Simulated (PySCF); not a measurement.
## Calculated data, BH4Si

Calculation on a computer-drawn molecule: vertical ionisation energy to the stated ion spin, frozen-core CCSD(T) at the basis limit and cheaper methods, single-reference cases, UHF for radicals, no spin-orbit; all values are single points at the evaluated structure, the first of each entry, which is the reference or a displaced copy of it and isn't optimised; the reference structure only sets the zero of the energies above reference; triples share is (T) over the correlation energy. Program: PySCF 2.14.0.

## BH4Si

Evaluated structure:
```xyz
6
BH4Si
B      0.4036     1.5315    -0.8042
Si    -0.5176     1.4106    -2.4379
H      1.1803     2.7279    -0.5323
H      0.3910     0.6443     0.0378
H     -0.5207     2.4777    -3.5247
H     -1.3428     0.2172    -2.8196
```

Reference structure:
```xyz
6
BH4Si
B      0.4462     1.5611    -0.7666
Si    -0.5326     1.3831    -2.4426
H      1.0906     2.5478    -0.5507
H      0.4040     0.6841     0.0484
H     -0.5437     2.4050    -3.5076
H     -1.3536     0.2101    -2.8014
```

It was run with charge 0, multiplicity 2, ion multiplicity 1, diffuse functions no, basis cc-pV(n+d)Z, reference is the Hartree-Fock double-zeta minimum, best is HF at quadruple zeta + MP2 correlation extrapolated from triple and quadruple zeta + CCSD(T) minus MP2 at triple zeta and basis step is the size of the change from the same recipe one zeta lower.

It finds ionisation energy best 8.657 eV; ionisation energy basis step 0.02347 eV; energy above reference best 13.43 kcal/mol; energy above reference basis step 0.3031 kcal/mol; total energy HF triple zeta -315.8747 hartree; total energy CCSD(T) triple zeta -316.1387 hartree; total energy best -316.1682 hartree; T1 diagnostic at triple zeta 0.0156; D1 diagnostic at triple zeta 0.04386; spin squared at triple zeta 0.7635; ion T1 diagnostic at triple zeta 0.01017; ion D1 diagnostic at triple zeta 0.01968; triples share at triple zeta 0.03342; basis functions triple zeta 125; dipole magnitude HF at triple zeta 1.286 debye; dipole magnitude CCSD unrelaxed at triple zeta 1.382 debye; dipole magnitude PBE at triple zeta 1.435 debye; dipole magnitude r2SCAN at triple zeta 1.4 debye; dipole magnitude B3LYP at triple zeta 1.436 debye; dipole magnitude wB97X at triple zeta 1.416 debye.

Drawn bonds:
```tsv
atom	other atom	order
1	2	1
1	3	1
1	4	1
2	5	1
2	6	1
```

Triple zeta:
```tsv
method	ionisation energy (eV)	energy above reference (kcal/mol)
HF	7.928	15.27
PBE	8.898	11.76
r2SCAN	8.996	12.95
B3LYP	8.768	13.53
wB97X	8.604	13.3
MP2	8.548	14.3
CCSD	8.54	13.67
CCSD(T)	8.613	13.41
```
